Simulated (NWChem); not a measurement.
C₂H₅FOSi; SMILES O=C[SiH2]CF

```xyz
10

O     -0.4903    -2.4733    -0.2411
C     -0.5958    -1.3517     0.1874
Si     0.8591    -0.0784     0.1923
C      0.1939     1.5505    -0.5362
F     -0.9141     1.9267     0.2011
H     -1.5796    -0.9980     0.6087
H      1.2631     0.1613     1.6104
H      2.0038    -0.5984    -0.6083
H     -0.1014     1.4289    -1.5938
H      0.9471     2.3574    -0.4980
```
Atoms are numbered in this order, from 1.

Results from NWChem. Geometry: optimised at PBE0/def2-SVP. Level SCAN/def2-SVP: energy and gradient on several grids; changes count from the extra-fine grid, which is no exact limit either.

```tsv
grid	size of the energy change (μHa)	largest change of a gradient component (μHa/bohr)	time, medium = 1 (rough)
xcoarse	6000	6000	about 1
coarse	10000	2000	about 1
medium	7000	1000	about 1
fine	1000	1000	about 1
xfine	< 10	< 30	3
```
